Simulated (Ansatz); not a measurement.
```yaml
crystal:
  periodic: [false, false, false]
  atoms:
    - {symbol: Si, position_ang: [0.525141, 1.113147, 0.245290]}
    - {symbol: O, position_ang: [-0.385496, -0.237745, 0.127186]}
    - {symbol: In, position_ang: [-0.317625, -1.996296, -0.809048]}
    - {symbol: Br, position_ang: [-2.256801, -3.528991, -0.429844]}
    - {symbol: H, position_ang: [0.666923, 1.794941, -1.073322]}
    - {symbol: H, position_ang: [-0.130263, 2.046887, 1.198181]}
    - {symbol: H, position_ang: [1.898132, 0.808067, 0.741546]}
basis:
  gaussian: {orbitals: def2-TZVPP, final_grid: {core_spheres: 1, valence_spheres: 1, degree: 1}}
total_charge: -1
hamiltonian: {xc: {name: r2SCAN}}
output: {forces: true}
```

```sh
$ ansatz run in.yaml --threads 4 --pin off --events-out ev --progress --plain --max-ram 10444MiB
```

Output, abridged:

```
Functional definition: r2SCAN
1380 factors; their error is unknown
mean field evaluation 1: about -85197.9261 eV, gradient 3.5e1 eV
mean field evaluation 2: about -85187.0757 eV, gradient 8.3e1 eV
mean field evaluation 4: about -85199.9024 eV, gradient 3.2e0 eV
mean field evaluation 16: about -85416.5094 eV, gradient 1.7e1 eV
mean field evaluation 32: about -85616.0494 eV, gradient 2.9e-1 eV
mean field evaluation 64: about -85864.3963 eV, gradient 1.4e0 eV
mean field evaluation 192: about -85864.3393 eV, gradient 6.7e0 eV
a density is far from that of the atoms, so the factors are made again for it
1970 factors; integrals over basis functions are off by at most 1.5e-4 eV
mean field evaluation 352: about -85864.5464 eV, gradient 2.0e-4 eV
mean field -85864.54635943 eV, -3155.4638776293 hartree, gradient 1.7e-5 eV, S^2 0.000000; 0 other end points of the search recorded, 0 dependent functions left out
reference -85864.54641869 eV, -3155.4638798069 hartree; 41, 41 occupied and 172, 172 virtual orbitals, 1970 factors
Total energy: -85864.54641869 eV, -3155.4638798069 hartree
Atom 0 at     0.525141     1.113147     0.245290 Å, force  -313.928773  -184.051620   150.414878 eV/Å
Atom 1 at    -0.385496    -0.237745     0.127186 Å, force   290.301279   338.511504   -37.522297 eV/Å
Atom 2 at    -0.317625    -1.996296    -0.809048 Å, force    34.237593   -76.338432   -53.421236 eV/Å
Atom 3 at    -2.256801    -3.528991    -0.429844 Å, force   -11.576168    88.427062    55.497222 eV/Å
Atom 4 at     0.666923     1.794941    -1.073322 Å, force     2.507448   -27.268012     2.041516 eV/Å
Atom 5 at    -0.130263     2.046887     1.198181 Å, force    -6.593815  -115.433895   -81.795257 eV/Å
Atom 6 at     1.898132     0.808067     0.741546 Å, force     5.052437   -23.846608   -35.214826 eV/Å
Dipole moment:     0.173104     1.765054     0.539213 e Å
```

In this input the integration grid is far too coarse. The calculation finished and met its thresholds. The result belongs to that input, not to the molecule as meant.
